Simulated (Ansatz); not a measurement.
C2H8S2Si can be A, `C[SiH2]CSS`, or B, `C[Si](C)(S)S`.

Gas-phase electronic energies from Ansatz, PBE0-D4/def2-TZVP geometries. CCSD(T)/CBS adds triple-zeta CCSD(T) − MP2 to the extrapolated MP2 energy (def2 sets, frozen cores). Functionals use def2-TZVPP. B3LYP here is the variant with VWN-RPA as its local correlation; programs differ in this. Each species was taken in one conformer, which may not be the lowest.

A:

Z-matrix (Å, degrees):
```
C
Si 1 1.867
H 1 1.092 2 110.5
H 1 1.092 2 110.9 3 -120.0
H 1 1.093 2 111.0 3 119.9
C 2 1.884 1 110.3 3 -57.0
H 2 1.491 1 110.6 3 -177.0
H 2 1.488 1 110.4 3 63.7
S 6 1.817 2 113.3 1 60.8
H 6 1.097 2 109.5 1 -54.9
H 6 1.092 2 113.1 1 -174.3
S 9 2.035 6 104.0 2 74.6
H 12 1.348 9 99.9 6 -87.9
```

B:

```xyz
13

C     1.4936   -0.8510    0.4859
Si   -0.1896   -0.3227   -0.1099
C    -0.2972    1.5275   -0.3091
S    -0.4880   -1.3587   -1.9587
S    -1.7602   -0.9971    1.1920
H     1.7067   -0.4008    1.4588
H     1.5413   -1.9358    0.5977
H     2.2711   -0.5365   -0.2155
H    -0.1382    2.0302    0.6494
H    -1.2762    1.8240   -0.6900
H     0.4672    1.8744   -1.0090
H    -1.7209   -0.8642   -2.1612
H    -1.6096    0.0108    2.0696
```

Problem. Which isomer does CCSD(T)/CBS put lower? Give the gap. (An estimate is asked.)

Solution. Ansatz gave: B, by 52.3 kcal/mol.

Problem. Give E(B) − E(A) in kcal/mol with ωB97M-V, PBE0-D4, B3LYP, B2PLYP, MP2/def2-TZVPP, HF/def2-TZVPP, r2SCAN-D4. (Estimate.)

Solution. Ansatz gave: ωB97M-V -52.1, PBE0-D4 -51.8, B3LYP -49.7, B2PLYP -51.4, MP2/def2-TZVPP -54.6, HF/def2-TZVPP -52.6, r2SCAN-D4 -52.6. None reverses the order clearly.

Largest T1 diagnostic: 0.011.

From PBE to PBE0 (25 % exact exchange), in def2-TZVPP and without D4, E(B) − E(A) moves by −2.2 kcal/mol.
